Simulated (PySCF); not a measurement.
Harmonic spectrum computed at PBE in the def2-TZVP basis family (core potentials from Rb on, PySCF, no spin–orbit coupling):

```csv
symmetry,ω (cm⁻¹),"IR (km/mol, summed over degenerate members)"
a1,77,54.5
e,131,25.6
e,510,383
a1,522,18.4
```

Q: Which molecule gave it? In each, all ligands are bound to the one heavy central atom.
A. AsF₃ (singlet)
B. LaF₃ (singlet)
C. BrF₃ (singlet)
D. SbF₃ (singlet)

A: B. It has C3v symmetry with La–F 2.157 Å (×3).
